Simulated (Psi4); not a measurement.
C$_{6}$H$_{12}$O$_{3}$, charge -1, doublet, at a GFN2-xTB geometry (a state made from the parent by changing its charge; the spin is typed, not shown lowest) (a gas-phase anion, which may not be bound at this level). Base run: BLYP/STO-3G (Psi4).

The Psi4 input:
```
memory 2 GB

molecule {
-1 2
  C     3.02837726    1.25865863   -0.05567488
  O     2.29640563    0.08432616    0.12022640
  C     0.93807368    0.23940587   -0.27244349
  C     0.07635208   -0.94151080    0.20697621
  C     0.64890599   -2.27225044   -0.28082145
  O    -1.22178217   -0.80629368   -0.25992180
  C    -2.02140714    0.29773754    0.38483942
  C    -2.89369560    0.88273900   -0.72117115
  O    -1.42644936    1.05132083    1.24070842
  H     2.60311937    2.08780157    0.52644175
  H     3.05648339    1.56331056   -1.11362965
  H     4.04599172    1.06045452    0.28582399
  H     0.87469961    0.31877746   -1.37015341
  H     0.50312279    1.14118400    0.17682840
  H     0.08505485   -0.91437779    1.31128330
  H     0.05923354   -3.09604081    0.11496539
  H     0.60847695   -2.30701069   -1.36794039
  H     1.68132179   -2.36573447    0.04646379
  H    -2.32546185    1.47554106   -1.46012803
  H    -3.64155625    1.53684625   -0.27183403
  H    -3.39551642    0.07574331   -1.25645332
}

set basis sto-3g
set reference uks

energy('blyp')
print_variables()
```

Each row names what was changed in the base input (with any setting that the change needs).

```
change                                        ΔE vs base (mEh)  SCF cycles  grid points  basis functions
--------------------------------------------  ----------------  ----------  -----------  ---------------
base                                                     0.000          10       439491               57
cholesky_tolerance = 1e-3 (with scf_type cd)            -4.401          10       439491               57
guess = sap                                              0.000          13       439491               57
dft_radial_points = 150                                  0.000          10       871641               57
guess = core                                             0.000          21       439491               57
scf_type = out_of_core                                   3.153          10       439491               57
dft_pruning_scheme = robust                              0.000          10       298101               57
guess = huckel                                           0.000          15       439491               57
dft_radial_scheme = multiexp                             0.001          10       469648               57
puream = false                                           0.268          10       439491               57
scf_type = pk                                            3.153          10       439491               57
dft_radial_points = 99                                   0.000          10       577755               57
dft_radial_points = 50                                   0.000          10       297722               57
```

Open shells are given as the SCF converged; they aren't shown to be the lowest states, and a large step between rows can be another state.

A gas-phase anion may not be bound at this level; its values then depend on the basis.
